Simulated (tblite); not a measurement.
Start geometry of `N#CC[Si@@H]1NC[C@H](CF)N1` from a force field or distance geometry (Å):
```
atom  x, y, z in Å
N1     3.9579    2.2641   -0.4346
C2     3.3052    1.3134   -0.5869
C3     2.5267    0.0872   -0.7557
Si4    1.2605   -0.1070    0.5556
N5     0.3380   -1.5747    0.4438
C6    -1.0428   -1.3369   -0.0611
C7    -1.4171    0.0718    0.4466
C8    -2.5470    0.6799   -0.3621
F9    -3.6624   -0.0955   -0.2114
N10   -0.1594    0.8416    0.3908
H11    2.0336    0.1115   -1.7451
H12    3.1891   -0.7756   -0.7654
H13    1.7167   -0.0214    1.9700
H14    0.2713   -1.9422    1.3805
H15   -1.0414   -1.3744   -1.1530
H16   -1.7258   -2.1032    0.3281
H17   -1.7339   -0.0132    1.5026
H18   -2.7951    1.6793   -0.0197
H19   -2.3173    0.7222   -1.4283
H20   -0.1620    1.5839    1.0918
```

Problem. What comes out of this run: GFN2-xTB geometry optimisation, gas phase (tblite)?

Solution. 
```
atom  x, y, z in Å
N1     3.5029    2.4084   -0.0979
C2     2.9817    1.4508   -0.4473
C3     2.3051    0.2637   -0.8470
Si4    1.1462   -0.2881    0.5701
N5     0.1115   -1.5313   -0.0153
C6    -1.2027   -1.3811    0.5741
C7    -1.4552    0.1271    0.6659
C8    -2.0134    0.6602   -0.6591
F9    -3.2898    0.1970   -0.8616
N10   -0.1784    0.7243    0.9653
H11    1.7563    0.4633   -1.7677
H12    3.0448   -0.5096   -1.0476
H13    1.9301   -0.5379    1.7870
H14    0.3929   -2.4915   -0.1196
H15   -1.9610   -1.8609   -0.0497
H16   -1.2494   -1.8189    1.5785
H17   -2.1823    0.3437    1.4587
H18   -2.0685    1.7539   -0.6562
H19   -1.4018    0.3126   -1.4968
H20   -0.1741    1.7248    1.0528
```

The energy falls by 16.4 kcal/mol over 174 L-BFGS steps, the largest force on an atom goes from 2.49 to 0.008 eV/Å, and the atoms move by 0.790 Å rms after alignment. The bond that changes most is C3–Si4 (sp3 carbon bound to silicon to SiH silicon), which lengthens by 0.079 Å. Bonds longer at the end by more than 0.005 Å: 4 of 20; shorter: 10. Among the angles that change most is Si4–N10–H20, from 109.8° to 127.3°. Among the dihedrals that turn most is H14–N5–C6–H16, from -35° to 60°. Rotational constants go from 2663, 530.8, 476.4 to 2177, 622.7, 554.3 MHz. The orientation of the end geometry is arbitrary; only internal coordinates are fixed.

Time: 2.9 s wall. Hardware: one thread, Arm Neoverse N1 (aarch64), no GPU, shared host.

Its GFN2-xTB frequencies are all real (lowest 21 cm⁻¹). One conformer, not necessarily the lowest.

All values are computed, not measured.
